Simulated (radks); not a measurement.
Polarisability of the gallium ion Ga3+, [Ar] 3d10, at imaginary frequency. Method: scalar-relativistic Kohn-Sham, LDA (Slater exchange, VWN5 correlation), spin-unpolarised, spherical densities, finite nucleus; Fermi nuclear charge, rms radius 3.9973 fm; computed with a radial shooting solver on a logarithmic mesh with Libxc functionals. Response by self-consistent Sternheimer equations with the Hartree and adiabatic LDA kernel, the relativistic mass of each level held fixed and spin-orbit coupling left out.

w (hartree)  alpha1(iw) (bohr^3)  alpha2(iw) (bohr^5)
0.00266                    1.491                3.168
0.0143                     1.491                3.167
0.0360                     1.490                3.162
0.0697                     1.487                3.146
0.118                      1.480                3.106
0.186                      1.466                3.021
0.280                      1.436                2.865
0.413                      1.381                2.614
0.605                      1.285                2.272
0.892                      1.136                1.877
1.35                      0.9338                1.465
2.12                      0.6913                1.050
3.59                      0.4319               0.6423
6.94                      0.1988               0.2887
17.5                     0.04969              0.06703

Static values: alpha1 = 1.491 bohr^3 (0.2209 angstrom^3; uncoupled 1.838), alpha2 = 3.168 bohr^5, alpha3 = 8.614 bohr^7. C6 = 3.349, C8 = 28.56, triple-dipole C9 = 3.352 atomic units. One-pole (London) frequency 4 C6 / (3 alpha1^2) = 2.010 hartree, against 1.943 for minus the highest occupied eigenvalue.
